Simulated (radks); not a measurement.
Results of a calculation; reference values are marked as such.
Ar3+, configuration [Ne] 3s2 3p3. Code: a radial shooting solver on a logarithmic mesh with Libxc functionals. Model: scalar-relativistic Kohn-Sham, PW91, spin-polarised, spherical densities, point nucleus; open shells are filled with parallel spins first.

Local quantities along the radius. ELF = 1/(1 + alpha^2) is the electron localisation function; alpha = (tau - tau_W)/tau_unif compares the Pauli kinetic energy density with that of the uniform gas (summed over spins); r v_xc is r times the local exchange-correlation potential of spin up (hartree bohr). tau is taken from the large components.

r (bohr)    ELF    alpha    r v_xc
0.003977  1.000  0.01194  -0.09795
0.005056  1.000  0.01245   -0.1129
0.006377  1.000  0.01317   -0.1307
0.008106  1.000  0.01425   -0.1533
0.01022   1.000  0.01575   -0.1796
0.013     1.000  0.01801   -0.2120
0.01639   1.000  0.02126   -0.2486
0.02083   0.999  0.02650   -0.2916
0.02628   0.999  0.03473   -0.3373
0.0334    0.998  0.04956   -0.3869
0.04246   0.994  0.07778   -0.4354
0.05355   0.982   0.1340   -0.4767
0.06808   0.934   0.2655   -0.5084
0.08585   0.758   0.5647   -0.5254
0.1091    0.413    1.193   -0.5322
0.1376    0.242    1.767   -0.5383
0.175     0.328    1.431   -0.6008
0.2207    0.605   0.8072   -0.7286
0.2805    0.808   0.4881   -0.8326
0.3538    0.861   0.4016   -0.8704
0.4497    0.798   0.5028   -0.8306
0.5672    0.423    1.169   -0.7365
0.721     0.118    2.730   -0.6213
0.9093    0.351    1.361   -0.8124
1.156     0.838   0.4395   -0.9604
1.458     0.901   0.3314   -0.9645
1.853     0.833   0.4473   -0.8173
2.337     0.571   0.8662   -0.5694
2.971     0.141    2.471   -0.5155
3.747     0.009    10.33   -0.3491
4.763     0.000    81.84  -0.01112

On this mesh the ELF has minima near r = 0.14, 0.72 bohr, which separate the shells, and maxima near 0.35 (0.86), 1.5 (0.90).
